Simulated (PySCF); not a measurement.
Vertical excitations of a molecule C5H7Cl from TDDFT-PBE/def2-SVPD (PySCF 2.14.0), as energy in eV (oscillator strength): 5.91 (0.000), 6.13 (0.059), 6.42 (0.000), 6.61 (0.002), 6.68 (0.000), 6.84 (0.048), 6.92 (0.006), 6.94 (0.014), 7.15 (0.026), 7.19 (0.012). Lowest triplet (TDA): 5.21 eV. The structure is a stationary point at B3LYP-D3(BJ)/def2-SVP. The values are those of a single conformer.

Question: Pick the molecule that these values belong to.
A. ClC[C@@H]1C=CC1
B. C=C(Cl)/C=C/C
C. C#CC[C@@H](C)Cl
D. C#C[C@@H](C)CCl

Answer: D, C#C[C@@H](C)CCl
